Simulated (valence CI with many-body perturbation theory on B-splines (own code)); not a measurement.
**Questions on Sc16+**

Computed by configuration interaction combined with many-body perturbation theory (CI+MBPT): three valence electrons over a frozen Dirac-Fock core [He], radial functions for each j: 9 s, 9 p, 8 d, 6 f, 3 g, 1 h, with the one-electron correlation potential Σ1, the two-electron term Σ2, the three-electron term Σ3, Breit, model QED; selected CI, second order for the rest, scaled by the run's own slope (own B-spline code, finite nucleus).

No measured levels were compared; by estimate levels of excited configurations hold to 0.05 to 0.15 % of their energy, terms of the ground configuration to about 0.5 %.

Names give the largest LS component (configuration and term), which can be under half, so a name can repeat, a term be missing and a line seem to break the LS rules; names also repeat where a configuration has a term twice.

Rates and lifetimes use the calculated energies. Strong lines usually hold to 10 to 20 %, long lifetimes can be off by a factor of two.

(1) What is the ground level?

(2) Where does the other parity begin?

(3) What are the static dipole polarisabilities of the lowest levels?

(4) Among levels below 5617.4 × 10³ cm⁻¹, which E1 lines absorb most strongly from the ground level?

(5) How is the term 2P° of the ground level split?

Answers

(1) 2s2 2p 2P°_1/2, composition 97 % 2s2 2p 2P° + 3 % 2p3 2P°, g = 0.663.

(2) At 2s 2p2 4P_1/2, 288.11 × 10³ cm⁻¹.

(3) 2s2 2p 2P°_1/2 0.0279; 2s2 2p 2P°_3/2 0.0281 (tensor 0.0025) bohr³, of which the core gives 4.84e-05.

(4) to 2s2 3d 2D_3/2 at 1.916 nm, f = 0.659; to 2s 2p 3p 2D_3/2 at 1.841 nm, f = 0.151; to 2s 2p 3p 2P_1/2 at 1.862 nm, f = 0.0975.

(5) J = 1/2 at 0.00, J = 3/2 at 45.64 × 10³ cm⁻¹.
